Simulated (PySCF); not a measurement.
Cost against size for one kind of job: TDDFT CAM-B3LYP/def2-SVPD, vertical, gas phase, core orbitals frozen in the response (PySCF); work: 8 singlets by full TDDFT, 3 Tamm–Dancoff triplets, polarisability. Hardware: one thread of an Arm Neoverse N1, shared host. Other jobs ran on the host; a repeat could differ by tens of per cent or more. Peak memory is the resident size of the whole Python process, interpreter and libraries included.

| species (SMILES) | atoms | electrons | basis functions | SCF cycles | wall time | peak memory |
| --- | --- | --- | --- | --- | --- | --- |
| O=CNBN=O | 9 | 44 | 150 | 16 | 29 s | 0.63 GiB |
| C[Si@@H](F)[C@@H](Br)[SiH2]F | 14 | 100 | 231 | 11 | 2.0 min | 1.1 GiB |
| NB1C[C@H](CF)CN1 | 18 | 62 | 243 | 12 | 99 s | 1.1 GiB |
| CNB(N)/C(C)=C\F | 18 | 62 | 243 | 14 | ? | ? |
| CNB(N)/C(C)=C/F | 18 | 62 | 243 | 13 | 2.0 min | 1.1 GiB |
| NB(F)N1CCCC1 | 18 | 62 | 243 | 12 | ? | ? |
| C#C[C@@H](C)[AlH-]1[Cl+][AlH2-][Cl+]1 | 16 | 92 | 246 | 13 | ? | ? |

Question: Estimate the withheld figures.

Answer: `CNB(N)/C(C)=C\F`: 2.1 min, 1.1 GiB; `NB(F)N1CCCC1`: 2.0 min, 1.1 GiB; `C#C[C@@H](C)[AlH-]1[Cl+][AlH2-][Cl+]1`: 2.2 min, 1.2 GiB.
